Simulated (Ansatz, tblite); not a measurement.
Spin states of Cs2Cl2, each relaxed with PBE-D4/def2-TZVP in Ansatz. Electronic energies in the gas phase.

In the def2 sets Cs takes a core potential; there is no spin–orbit coupling. The xTB rows come from tblite. LC-ωPBE has ω = 0.4 bohr⁻¹. Correlated methods freeze 10 core orbitals; core or outer-core shells of Cs are correlated, in sets that lack core-valence functions. In CCSD on the charge 0 triplet the largest single amplitude is 0.37, so its Hartree–Fock determinant may place the open shell otherwise than the density functionals do. HOMO above LUMO, or a gap near zero within one spin, warns that the state may not be the lowest or that an electron is smeared out. In the triplet, Cl3 and Cl4 lie 2.68 Å apart (atoms count from 1), so these atoms are partly bonded to each other. In the quintet geometry the species has come apart into loosely held pieces. The structure comes from a short search, and lower isomers may exist.

Singlet geometry (D2h within 0.1 Å):

```xyz
4

Cs    0.2014   -2.0474    1.0378
Cs   -0.2014    2.0474   -1.0379
Cl    2.1391    0.0298   -0.3561
Cl   -2.1390   -0.0297    0.3562
```

Triplet geometry (D2h within 0.1 Å):

```xyz
4

Cs    2.254    1.443   -1.562
Cs   -2.253   -1.442    1.563
Cl   -0.723    1.128   -0.002
Cl    0.723   -1.128    0.001
```

Quintet geometry (D2h within 0.1 Å):

```xyz
4

Cs   -0.638    1.065   -2.859
Cs    0.638   -1.065    2.859
Cl    0.223   -3.293   -1.277
Cl   -0.224    3.293    1.277
```

⟨S²⟩: triplet 2.00 at PBE0-D4/def2-TZVP (pure 2.00), quintet 6.01 at PBE0-D4/def2-TZVP (pure 6.00).

Run but left out: HF/def2-TZVP, HF/def2-TZVPP, MP2/def2-TZVP, MP2/def2-TZVPP (triplet: a determinant that CCSD turns far, T1 0.053).

Only these spin states were relaxed. The quintet has fallen apart into loose fragments. The triplet has other bonds than the singlet, so the gap mixes isomer and spin. The quintet has other bonds than the singlet, so the gap mixes isomer and spin.

| level | triplet − singlet (kJ/mol) | quintet − singlet (kJ/mol) | lowest of these | remarks |
| --- | --- | --- | --- | --- |
| GFN1-xTB | 368.4 | 1049.9 | singlet | – |
| GFN2-xTB | 341.4 | 993.5 | singlet | – |
| PBE-D4/def2-TZVP | 370.3 | 965.7 | singlet | – |
| r2SCAN-D4/def2-TZVP | 403.2 | 1016.3 | singlet | gap within one spin near zero (triplet) |
| B97M-V/def2-TZVP | 379.6 | 996.8 | singlet | – |
| PBE0-D4/def2-TZVP | 402.2 | 969.6 | singlet | – |
| B2PLYP/def2-TZVP | 411.5 | 978.3 | singlet | – |

(1) Estimate the rows for revPBE-D4/def2-TZVP, r2SCANh-D4/def2-TZVP, LC-ωPBE/def2-TZVP, RPA@PBE/def2-TZVP, CCSD/def2-TZVPP, CCSD(T)/def2-TZVPP.

Results:

(1) 
| level | triplet − singlet (kJ/mol) | quintet − singlet (kJ/mol) | lowest of these | remarks |
| --- | --- | --- | --- | --- |
| revPBE-D4/def2-TZVP | 365.1 | 935.3 | singlet | gap within one spin near zero (triplet) |
| r2SCANh-D4/def2-TZVP | 410.1 | 1008.4 | singlet | – |
| LC-ωPBE/def2-TZVP | 462.0 | 1022.3 | singlet | – |
| RPA@PBE/def2-TZVP | 361.9 | 881.8 | singlet | – |
| CCSD/def2-TZVPP | 436.3 | 954.1 | singlet | large T1 (0.053) (triplet) |
| CCSD(T)/def2-TZVPP | 432.0 | 966.0 | singlet | large T1 (0.053) (triplet) |

The xTB methods have no spin-polarisation term.
